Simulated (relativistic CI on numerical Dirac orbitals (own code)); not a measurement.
**Slater and spin-orbit integrals, Tl65+**

Computed by Dirac-Coulomb-Breit CI, orbitals from a KLI potential per configuration, a model potential for QED, unscaled Slater integrals (own radial code, finite nucleus).

Slater integrals F^k, G^k are unscaled and averaged over j, outside the closed core [Ne]; ζ comes from projecting the Hamiltonian with its Breit term on Σ l·s of the shell.

- 3s2.3p4: F^2(3p,3p) = 595570, ζ(3p) = 2.9408e+06 cm⁻¹; <r>(3p) = 0.163, <r^2>(3p) = 0.03085 (bohr units).
- 3s2.3p3.3d: F^2(3p,3p) = 595270, ζ(3p) = 2.9392e+06, F^2(3p,3d) = 602740, G^1(3p,3d) = 624740, G^3(3p,3d) = 421880, ζ(3d) = 391660 cm⁻¹; <r>(3p) = 0.1631, <r^2>(3p) = 0.03088, <r>(3d) = 0.1452, <r^2>(3d) = 0.02433 (bohr units).
- 3s.3p5: G^1(3s,3p) = 761720, ζ(3p) = 2.9407e+06 cm⁻¹; <r>(3s) = 0.1649, <r^2>(3s) = 0.03116, <r>(3p) = 0.163, <r^2>(3p) = 0.03087 (bohr units).

Averages of the first 10 configurations, taken without configuration mixing, which lowers the lowest level and can move excited configurations by several eV; other configurations of the list can lie among them:

| Configuration | Parity | States | Average energy above the lowest level (eV) |
| --- | --- | --- | --- |
| 3s2.3p4 | even | 15 | 374.9 |
| 3s2.3p3.3d | odd | 200 | 902.6 |
| 3s.3p5 | odd | 12 | 973.6 |
| 3p6 | even | 1 | 1598.7 |
| 3s.3p4.3d | even | 300 | 1490.0 |
| 3s.3p3.3d2 | odd | 1800 | 2016.4 |
| 3p5.3d | odd | 60 | 2103.6 |
| 3s2.3p2.3d.4p | odd | 900 | 4399.7 |
| 3s2.3p3.4s | odd | 40 | 3637.4 |
| 3s.3p3.3d.4s | odd | 800 | 4741.6 |
